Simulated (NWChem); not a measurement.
System: CF3, doublet; SMILES F[C](F)F

Excerpt of the output:

```
             Northwest Computational Chemistry Package (NWChem) 7.3.0
             --------------------------------------------------------

                             Geometry "geometry" -> ""
                             -------------------------

 Output coordinates in angstroms (scale by  1.889725989 to convert to a.u.)

  No.       Tag          Charge          X              Y              Z
 ---- ---------------- ---------- -------------- -------------- --------------
    1 F                    9.0000    -0.32435200     1.20769700    -0.07223800
    2 C                    6.0000     0.00000000     0.00000000     0.31976700
    3 F                    9.0000    -0.88372100    -0.88474500    -0.07223800
    4 F                    9.0000     1.20807200    -0.32295200    -0.07223800

 Effective nuclear repulsion energy (a.u.)     124.7851161591

  pbe96 is a nonlocal functional; adding pw91lda local functional.

                                 NWChem DFT Module
                                 -----------------

 Summary of "ao basis" -> "ao basis" (spherical)
 ------------------------------------------------------------------------------
       Tag                 Description            Shells   Functions and Types
 ---------------- ------------------------------  ------  ---------------------
 F                         def2-svpd                 9       23   4s3p2d
 C                         def2-svpd                 8       20   4s2p2d

            General Information
            -------------------
          SCF calculation type: DFT
          Wavefunction type:  spin polarized.
          No. of atoms     :     4
          No. of electrons :    33
           Alpha electrons :    17
            Beta electrons :    16
          Charge           :     0
          Spin multiplicity:     2
          Use of symmetry is: off; symmetry adaption is: off
          Maximum number of iterations: 150
          AO basis - number of functions:    89
                     number of shells:    35
          Convergence on energy requested:  1.00D-06
          Convergence on density requested:  1.00D-05
          Convergence on gradient requested:  5.00D-04

              XC Information
              --------------
          PerdewBurkeErnzerhof Exchange Functional  1.000
            Perdew 1991 LDA Correlation Functional  1.000 local
           PerdewBurkeErnz. Correlation Functional  1.000 non-local

             Grid Information
             ----------------
          Grid used for XC integration:  medium
          Radial quadrature: Mura-Knowles
          Angular quadrature: Lebedev.
          Tag              B.-S. Rad. Rad. Pts. Rad. Cut. Ang. Pts.
          ---              ---------- --------- --------- ---------
          F                   0.50       49           9.0       434
          C                   0.70       49           8.0       434
          Grid pruning is: on
          Number of quadrature shells:   196
          Spatial weights used:  Erf1

      Superposition of Atomic Density Guess
      -------------------------------------

 Sum of atomic energies:        -335.51675624

      Non-variational initial energy
      ------------------------------

 Total energy =    -336.533181
 1-e energy   =    -715.655522
 2-e energy   =     254.337225
 HOMO         =      -0.112684
 LUMO         =       0.107488

   convergence    iter        energy       DeltaE   RMS-Dens  Diis-err
 ---------------- ----- ----------------- --------- --------- ---------
 d= 0,ls=0.0,diis     1   -336.8438216658 -4.62D+02  2.08D-02  4.03D-01
                                                     1.04D-02  3.58D-01
 d= 0,ls=0.0,diis     2   -336.5260954427  3.18D-01  6.95D-03  1.38D+00
                                                     6.61D-03  1.42D+00
 d= 0,ls=0.0,diis     3   -337.0078882092 -4.82D-01  1.32D-03  1.48D-02
                                                     8.16D-04  1.39D-02
 d= 0,ls=0.0,diis     4   -337.0114433127 -3.56D-03  7.77D-04  3.01D-03
                                                     2.66D-04  2.95D-03
 d= 0,ls=0.0,diis     5   -337.0124485396 -1.01D-03  4.05D-05  7.57D-06
                                                     3.07D-05  1.02D-05
  Resetting Diis
 d= 0,ls=0.0,diis     6   -337.0124530357 -4.50D-06  1.86D-05  1.15D-06
                                                     6.55D-06  5.28D-07
 d= 0,ls=0.0,diis     7   -337.0124534574 -4.22D-07  4.52D-06  2.71D-08
                                                     1.08D-06  1.17D-08

         Total DFT energy =     -337.012453457358
      One electron energy =     -715.215006639762
           Coulomb energy =      289.789919966368
    Exchange-Corr. energy =      -36.372482943082
 Nuclear repulsion energy =      124.785116159118

 Numeric. integr. density =       33.000001718230

                    DFT Final Alpha Molecular Orbital Analysis
                    ------------------------------------------

 Vector   15  Occ=1.000000D+00  E=-4.138431D-01
              MO Center= -3.6D-01, -1.3D-01, -2.9D-02, r^2= 1.9D+00
   Bfn.  Coefficient  Atom+Function         Bfn.  Coefficient  Atom+Function
  ----- ------------  ---------------      ----- ------------  ---------------
    50      0.401467  3 F  pz                 7     -0.277558  1 F  pz
    53     -0.257590  3 F  pz                49     -0.251837  3 F  py
     6     -0.248951  1 F  py                72     -0.194780  4 F  py
    48     -0.179024  3 F  px                10      0.178087  1 F  pz
    52      0.154292  3 F  py                 9      0.152756  1 F  py

 Vector   16  Occ=1.000000D+00  E=-3.861246D-01
              MO Center= -1.3D-05, -5.1D-06, -6.7D-02, r^2= 2.0D+00
   Bfn.  Coefficient  Atom+Function         Bfn.  Coefficient  Atom+Function
  ----- ------------  ---------------      ----- ------------  ---------------
     5      0.400125  1 F  px                72     -0.400247  4 F  py
    48     -0.293130  3 F  px                49      0.292792  3 F  py
     8     -0.256149  1 F  px                75      0.256227  4 F  py
    51      0.187653  3 F  px                52     -0.187436  3 F  py
     6      0.107464  1 F  py                71     -0.106999  4 F  px

 Vector   17  Occ=1.000000D+00  E=-2.264843D-01
              MO Center= -6.0D-07, -2.6D-07,  4.8D-01, r^2= 1.5D+00
   Bfn.  Coefficient  Atom+Function         Bfn.  Coefficient  Atom+Function
  ----- ------------  ---------------      ----- ------------  ---------------
    30      0.528842  2 C  pz                26      0.420467  2 C  s
    25      0.304534  2 C  s                 27      0.272374  2 C  s
     7      0.268880  1 F  pz                50      0.268880  3 F  pz
    73      0.268880  4 F  pz                33      0.246369  2 C  pz
    10     -0.187365  1 F  pz                53     -0.187366  3 F  pz

 Vector   18  Occ=0.000000D+00  E= 1.278768D-02
              MO Center=  7.7D-06,  5.2D-06, -1.3D-03, r^2= 7.7D+00
   Bfn.  Coefficient  Atom+Function         Bfn.  Coefficient  Atom+Function
  ----- ------------  ---------------      ----- ------------  ---------------
    27      4.982603  2 C  s                  4     -1.757010  1 F  s
    47     -1.757014  3 F  s                 70     -1.757013  4 F  s
    26      1.138845  2 C  s                 12      0.601201  1 F  py
    77      0.601389  4 F  px                33     -0.449883  2 C  pz
    54     -0.439920  3 F  px                55     -0.440431  3 F  py

 Vector   19  Occ=0.000000D+00  E= 6.348498D-02
              MO Center= -1.9D-01, -1.8D-01, -2.1D-02, r^2= 8.0D+00
   Bfn.  Coefficient  Atom+Function         Bfn.  Coefficient  Atom+Function
  ----- ------------  ---------------      ----- ------------  ---------------
    47      1.111315  3 F  s                 55      0.874143  3 F  py
    54      0.857362  3 F  px                12      0.750692  1 F  py
    77      0.717240  4 F  px                 4     -0.572499  1 F  s
    70     -0.538758  4 F  s                 78      0.384563  4 F  py
    11      0.363316  1 F  px                56      0.257164  3 F  pz

 Vector   20  Occ=0.000000D+00  E= 6.348536D-02
              MO Center=  1.9D-01,  1.8D-01, -2.1D-02, r^2= 8.0D+00
   Bfn.  Coefficient  Atom+Function         Bfn.  Coefficient  Atom+Function
  ----- ------------  ---------------      ----- ------------  ---------------
    70     -0.972154  4 F  s                  4      0.952676  1 F  s
    77      0.955042  4 F  px                12     -0.928636  1 F  py
    11      0.588908  1 F  px                78     -0.574707  4 F  py
    54      0.465459  3 F  px                55     -0.434585  3 F  py
    79     -0.224965  4 F  pz                13      0.220457  1 F  pz

                     DFT Final Beta Molecular Orbital Analysis
                     -----------------------------------------

 Vector   14  Occ=1.000000D+00  E=-4.072561D-01
              MO Center=  4.3D-01,  1.7D-01, -3.2D-02, r^2= 1.8D+00
   Bfn.  Coefficient  Atom+Function         Bfn.  Coefficient  Atom+Function
  ----- ------------  ---------------      ----- ------------  ---------------
    73      0.422117  4 F  pz                 7     -0.332986  1 F  pz
    76     -0.274409  4 F  pz                71      0.251476  4 F  px
    10      0.216467  1 F  pz                 5      0.179952  1 F  px
     6     -0.177592  1 F  py                48      0.174746  3 F  px
    74     -0.154559  4 F  px                72     -0.130291  4 F  py

[...]

                         DFT ENERGY GRADIENTS

    atom               coordinates                        gradient
                 x          y          z           x          y          z
   1 F      -0.612936   2.282216  -0.136510    0.005295  -0.019713   0.005277
   2 C       0.000000   0.000000   0.604272   -0.000005  -0.000005  -0.015834
   3 F      -1.669991  -1.671926  -0.136510    0.014429   0.014446   0.005279
   4 F       2.282925  -0.610291  -0.136510   -0.019720   0.005273   0.005278
```

Level: PBE/def2-SVPD, spin-unrestricted. In the optimisation the excess spin sits in a (C3, its own frame). Geometry: optimised at PBE0/def2-SVP, spin-unrestricted. No stability test was run on the SCF state.

### Question
Reconstruct the input file.

### Answer
Several could match; the one computed here: the input that was run:
```
start job
memory heap 200 mb stack 900 mb global 1100 mb
geometry units angstroms noautosym nocenter noautoz
  F     -0.324352     1.207697    -0.072238
  C      0.000000     0.000000     0.319767
  F     -0.883721    -0.884745    -0.072238
  F      1.208072    -0.322952    -0.072238
end
basis spherical
  F library def2-svpd
  C library def2-svpd
end
dft
  odft
  mult 2
  xc xpbe96 cpbe96
  iterations 150
end
task dft gradient
```
